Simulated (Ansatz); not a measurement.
`C[SiH](F)Br` → `CBr` + `F[SiH]` at 700 K and 1 bar (silylene formation by 1,1-elimination).

Computed with Ansatz on PBE0-D4/def2-TZVP structures; ΔE is electronic, products minus reactants. CCSD(T)/CBS is the MP2 limit (def2-TZVPP, def2-QZVPP) plus CCSD(T) − MP2 in def2-TZVPP, frozen cores. This one scheme is used for every species. For Br outer-core shells are correlated without core-valence functions, which leaves a few kJ/mol of doubt a bond. Scalar relativity is left out up to krypton.

```csv
species,CCSD(T)/CBS energy (Eh),H − E (kJ/mol),S (J/(mol·K))
`C[SiH](F)Br`,-3002.78099,193.6,422.9
`CBr`,-2613.17401,130.7,291.4
`F[SiH]`,-389.46371,50.0,276.0
```

H − E and S are ideal-gas, rigid-rotor, harmonic terms from PBE0-D4/def2-TZVP, for one conformer and one mirror image of each species. 1 Eh = 2625.50 kJ/mol, R = 8.31446 J/(mol·K).

Question: By hand: ΔE, ΔH, ΔS and ΔG.

Answer: ΔE = (-2613.17401) + (-389.46371) − (-3002.78099) = 0.14327 Eh = 376.2 kJ/mol. Δ(H − E) = 130.7 + 50.0 − 193.6 = -12.9, so ΔH = 363.3 kJ/mol. ΔS = 291.4 + 276.0 − 422.9 = 144.5 J/(mol·K). ΔG = 363.3 − 700 × (144.5)/1000 = 262.1 kJ/mol.

Question: By hand: the equilibrium constant, and the temperature at which ΔG would vanish if ΔH and ΔS stayed fixed.

Answer: log₁₀ K = −ΔG/(RT ln 10) = -19.6. ΔG = 0 at ΔH/ΔS = 2514 K, far beyond where these terms or the molecules hold.

The number of gas molecules changes by +1, which sets the sign of ΔS. A doubt of 5 kJ/mol in ΔE shifts log₁₀ K by 0.4 here. Other conformers and mirror images would add mixing entropy, several J/(mol·K) or more a flexible species. These are equilibria of isolated gas molecules and say nothing of rates. Largest T1 diagnostic: 0.015 (customary marks: 0.02 for closed shells, 0.045 for open ones).
